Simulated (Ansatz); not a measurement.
Relaxation of H₅InS (7 atoms, charge 0, multiplicity 1), to a largest force component of 0.015 eV/Å in at most 40 steps.

Computed with Ansatz 0.2.0, RKS PBE-D4/def2-SVP.

```xyz
7
Properties=species:S:1:pos:R:3:forces:R:3
S -0.542 -1.454 0.021 -1.57 -0.83 -1.10
In 0.120 0.885 -0.206 1.28 3.51 -0.31
H -0.959 -1.659 1.300 0.84 -0.64 0.19
H 0.505 -2.229 -0.372 0.12 -0.34 1.01
H -0.953 1.741 -1.390 0.08 -0.65 0.29
H 0.036 1.713 1.408 -0.12 -0.61 -0.29
H 1.854 0.935 -0.807 -0.63 -0.44 0.21
```

Question: Where does it end, and by what steps?

Answer: The forces met the threshold. After 7 steps the energy has fallen by 1.088 eV; In2 moved furthest, 0.33 Å.

| step | energy less start (eV) | largest force component (eV/Å) | accepted |
| --- | --- | --- | --- |
| 0 | 0.0000 | 3.506 | yes |
| 1 | -0.8092 | 1.260 | yes |
| 2 | -1.0244 | 1.080 | yes |
| 3 | -1.0683 | 0.271 | yes |
| 4 | -1.0791 | 0.166 | yes |
| 5 | -1.0877 | 0.024 | yes |
| 6 | -1.0874 | 0.018 | no |
| 7 | -1.0880 | 0.002 | yes |

```xyz
7
Properties=species:S:1:pos:R:3
S -0.731 -1.554 -0.113
In 0.212 1.198 -0.256
H -0.734 -1.581 1.249
H 0.524 -2.082 -0.169
H -0.978 1.746 -1.409
H -0.037 1.478 1.456
H 1.807 0.726 -0.804
```

Time of the run: 19 s on 1 thread of Intel(R) Xeon(R) Platinum 8488C (Sapphire Rapids), on a shared host, peak memory 0.13 GiB.
